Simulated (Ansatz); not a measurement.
`CC[N](C)[GaH2]` + H₂S → `[SH][GaH2]` + ethylmethylamine at 400 K and 1 bar (ligand exchange at a Ga–N bond).

Gas-phase electronic energies from Ansatz, PBE0-D4/def2-TZVP geometries. CBS: MP2 limit from def2 TZ/QZ plus the TZ coupled-cluster correction, frozen cores. This one scheme is used for every species. For Ga outer-core shells are correlated without core-valence functions, which leaves a few kJ/mol of doubt a bond. Scalar relativity is left out up to krypton. One conformer a species, not always the lowest.

```tsv
species	CCSD(T)/CBS energy (Eh)	H − E (kJ/mol)	S (J/(mol·K))
`CC[N](C)[GaH2]`	-2098.81409	362.9	397.1
H₂S	-398.97279	53.4	215.9
`[SH][GaH2]`	-2323.53734	79.9	297.4
`CCNC`	-174.26710	345.0	331.8
```

H − E and S are ideal-gas, rigid-rotor, harmonic terms from PBE0-D4/def2-TZVP, for one conformer and one mirror image of each species. 1 Eh = 2625.50 kJ/mol, R = 8.31446 J/(mol·K).

Question: By hand: ΔE, ΔH, ΔS and ΔG.

Answer: ΔE = (-2323.53734) + (-174.26710) − (-2098.81409) − (-398.97279) = -0.01756 Eh = -46.1 kJ/mol. Δ(H − E) = 79.9 + 345.0 − 362.9 − 53.4 = 8.6, so ΔH = -37.5 kJ/mol. ΔS = 297.4 + 331.8 − 397.1 − 215.9 = 16.2 J/(mol·K). ΔG = -37.5 − 400 × (16.2)/1000 = -44.0 kJ/mol.

Question: By hand: the equilibrium constant, and the temperature at which ΔG would vanish if ΔH and ΔS stayed fixed.

Answer: log₁₀ K = −ΔG/(RT ln 10) = 5.7. ΔH and −TΔS have one sign here, so there is no such temperature.

ΔH outweighs TΔS. A doubt of 5 kJ/mol in ΔE shifts log₁₀ K by 0.7 here. Other conformers and mirror images would add mixing entropy, several J/(mol·K) or more a flexible species. These are equilibria of isolated gas molecules and say nothing of rates. Largest T1 diagnostic: 0.014 (customary marks: 0.02 for closed shells, 0.045 for open ones).
